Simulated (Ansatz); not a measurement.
One change: `CBC[SeH]` becomes `CB[CH2][GaH2]`.

Ansatz, PBE0-D4/def2-TZVP geometries, multiplicity 1. Each molecule was computed in one conformer, which needn't be the lowest. `CBC[SeH]` holds a close contact that its SMILES doesn't draw: Se···B 2.35 Å.

Scalar relativity is left out up to krypton. Spin–orbit coupling is left out; it splits and shifts lone-pair levels of the heavy atoms by tenths of an eV.

```
                                          property  `CBC[SeH]`
             LUMO energy (ωB97M-V/def2-TZVPP) / eV        1.41
               HOMO–LUMO gap (PBE/def2-TZVPP) / eV        4.80
             HOMO–LUMO gap (B3LYP/def2-TZVPP) / eV        6.34
size of the dipole moment (ωB97M-V/def2-TZVPP) / D        1.18
                LUMO energy (PBE0/def2-TZVPP) / eV       -0.39
    size of the dipole moment (PBE/def2-TZVPP) / D        1.27
```

Task: What does the change do to each property? (Best estimate.)

Result: The calculation gave: 
| property | `CB[CH2][GaH2]` | shift |
| --- | --- | --- |
| LUMO energy (ωB97M-V/def2-TZVPP) / eV | -0.16 | -1.57 |
| HOMO–LUMO gap (PBE/def2-TZVPP) / eV | 4.11 | -0.69 |
| HOMO–LUMO gap (B3LYP/def2-TZVPP) / eV | 5.62 | -0.72 |
| size of the dipole moment (ωB97M-V/def2-TZVPP) / D | 0.77 | -0.41 |
| LUMO energy (PBE0/def2-TZVPP) / eV | -1.89 | -1.50 |
| size of the dipole moment (PBE/def2-TZVPP) / D | 0.79 | -0.48 |

With PBE0 the HOMO falls by 0.78 eV and the LUMO falls by 1.50 eV, so the gap narrows by about 0.72 eV. PBE moves the HOMO by -0.73 eV and ωB97M-V by -0.82 eV. Dipoles are sizes alone; their direction can turn.

B3LYP here is the variant with VWN-RPA as its local correlation; programs differ in this.
